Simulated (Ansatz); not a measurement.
## Worked example: a bond strength in CH3In (SMILES C[In])

CH3In has 5 atoms, charge 0, and is taken as a singlet. As SMILES, `C[In]`. Geometry: optimised at wB97X-V/def2-SVP.

```xyz
5

C    -0.1786    0.0715   -0.0690
In    1.7821   -0.7132    0.6882
H    -0.9806   -0.0409    0.6847
H    -0.5069   -0.4635   -0.9799
H    -0.1160    1.1461   -0.3240
```

Wanted: the dissociation energy of the H4–C1 bond into doublet H and doublet CH2In (shapes relaxed at wB97X-V/def2-SVP, no zero-point term). 1 Eh = 2625.50 kJ/mol = 27.2114 eV. Totals in Eh; open shells run unrestricted unless said.

```tsv
level	program	CH3In	doublet H	doublet CH2In
HF/def2-TZVPP (core potential)	Ansatz	-228.831881	-0.499810	-228.207465
PBE/def2-TZVPP (core potential)	Ansatz	-229.997140	-0.499616	-229.333942
B3LYP/def2-TZVPP (core potential)	Ansatz	-230.129830	-0.502154	-229.463152
```

Question: Work out the dissociation energy at each level.

Answer: 
1. HF/def2-TZVPP (core potential): (-0.499810) + (-228.207465) − (-228.831881) = 0.124606 Eh = 327.2 kJ/mol = 3.39 eV.
2. PBE/def2-TZVPP (core potential): (-0.499616) + (-229.333942) − (-229.997140) = 0.163582 Eh = 429.5 kJ/mol = 4.45 eV.
3. B3LYP/def2-TZVPP (core potential): (-0.502154) + (-229.463152) − (-230.129830) = 0.164524 Eh = 432.0 kJ/mol = 4.48 eV.

The levels span 327 to 432 kJ/mol; no measured value is set beside them. Hartree–Fock lacks the correlation of the electrons that are unpaired, so it comes out low. A bond enthalpy at 298 K also holds the loss of zero-point energy and thermal terms.
